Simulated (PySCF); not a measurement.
Simulated absorption spectrum

Species: C₆H₁₄N₂Si₂.
Atom-mapped SMILES: `[N:1]#[C:2][C@@H:3]1[CH2:4][CH2:5][N:6]([SiH2:7][CH2:8][SiH3:9])[CH2:10]1` (hydrogens: H11 on C3; H12, H13 on C4; H14, H15 on C5; H16, H17 on Si7; H18, H19 on C8; H20, H21, H22 on Si9; H23, H24 on C10)

Geometry (PBE0-D3(BJ)/def2-SVP, Å), atoms numbered from 1 in this order:
```
atom  x, y, z in Å
N1    -3.4975    2.1997   -0.5555
C2    -3.1076    1.1443   -0.8272
C3    -2.6077   -0.1889   -1.1550
C4    -2.5984   -1.1105    0.0760
C5    -1.2833   -0.7641    0.7933
N6    -0.4799   -0.0718   -0.2058
Si7    0.9886    0.7842    0.1542
C8     2.5313   -0.2933    0.1770
Si9    4.1383    0.5993    0.5773
C10   -1.1104   -0.1472   -1.5003
H11   -3.2190   -0.5952   -1.9757
H12   -2.5868   -2.1526   -0.2766
H13   -3.4827   -0.9831    0.7147
H14   -1.4582   -0.1117    1.6672
H15   -0.8040   -1.6865    1.1715
H16    1.1457    1.8300   -0.9024
H17    0.8276    1.4017    1.5077
H18    2.3875   -1.1037    0.9130
H19    2.6383   -0.7729   -0.8119
H20    4.4072    1.6656   -0.4368
H21    5.2935   -0.3509    0.5775
H22    4.0601    1.2446    1.9243
H23   -0.8621   -1.0707   -2.0643
H24   -0.8392    0.7106   -2.1347
```

Method used: PySCF, TDDFT wB97X-D/def2-SVPD, vertical, gas phase, core orbitals frozen in the response.

Computed states:

```json
{"state": "S1", "E (eV)": "6.07", "f": "0.034"}
{"state": "S2", "E (eV)": "6.53", "f": "0.022"}
{"state": "S3", "E (eV)": "6.68", "f": "0.032"}
{"state": "S4", "E (eV)": "6.93", "f": "0.0093"}
{"state": "S5", "E (eV)": "7.16", "f": "0.041"}
{"state": "S6", "E (eV)": "7.36", "f": "0.012"}
{"state": "S7", "E (eV)": "7.48", "f": "0.0063"}
{"state": "S8", "E (eV)": "7.56", "f": "0.021"}
{"state": "S9", "E (eV)": "7.78", "f": "0.0044"}
{"state": "S10", "E (eV)": "7.89", "f": "0.0042"}
```

Broadening: Gaussians 0.3 eV wide at half height, area fixed by f = 4.319×10⁻⁹ ∫ε dν̃. The width is an assumption, not a result. The curve ends short of the highest state used, and states not computed would add to its high-energy end.

Question: What does the envelope look like, and where are its maxima?

Answer: 
```
E (eV)  ε (L mol⁻¹ cm⁻¹)
  5.62                 6
  5.67                23
  5.71                58
  5.76               163
  5.81               390
  5.86               799
  5.90              1271
  5.95              1975
  6.00              2631
  6.05              3006
  6.10              2948
  6.14              2608
  6.19              1981
  6.24              1383
  6.29              1038
  6.33              1021
  6.38              1328
  6.43              1918
  6.48              2651
  6.53              3357
  6.57              3792
  6.62              4064
  6.67              3974
  6.72              3557
  6.76              3085
  6.81              2495
  6.86              2084
  6.91              1971
  6.96              2192
  7.00              2580
  7.05              3220
  7.10              3833
  7.15              4192
  7.19              4209
  7.24              3936
  7.29              3520
```

Maxima: 204 nm (6.07 eV), ε about 3000, made up of S1 (100%); 187 nm (6.63 eV), ε about 4100, made up of S2 (34%) and S3 (65%); 173 nm (7.17 eV), ε about 4200, made up of S5 (87%) (ε in L mol⁻¹ cm⁻¹; maxima over ε = 5, shares over 10%).

Question: On this curve, what absorbance would a 10⁻⁵ mol/L sample give at 193 nm over a 1 cm path?

Answer: 193 nm is 6.424 eV, where ε is about 1800 L mol⁻¹ cm⁻¹, so A = ε c l ≈ 0.018 (Beer–Lambert, with the gas-phase spectrum and the assumed width).

Question: What would ε be at 7.17 eV, the highest of these maxima, with half the width (0.15 eV)?

Answer: About 7290 L mol⁻¹ cm⁻¹ against 4230, a factor of about 1.7; a lone state at its own centre would give exactly 2.

Question: Does any computed singlet lie in the visible range?

Answer: No computed singlet lies in the visible range (380 to 750 nm); the lowest, at 204 nm, stands 2.81 eV above its violet end (3.26 eV).

The vertical ionisation energy (ΔSCF) is 8.36 eV, 0.46 eV above S10.

One conformer stands for the species.
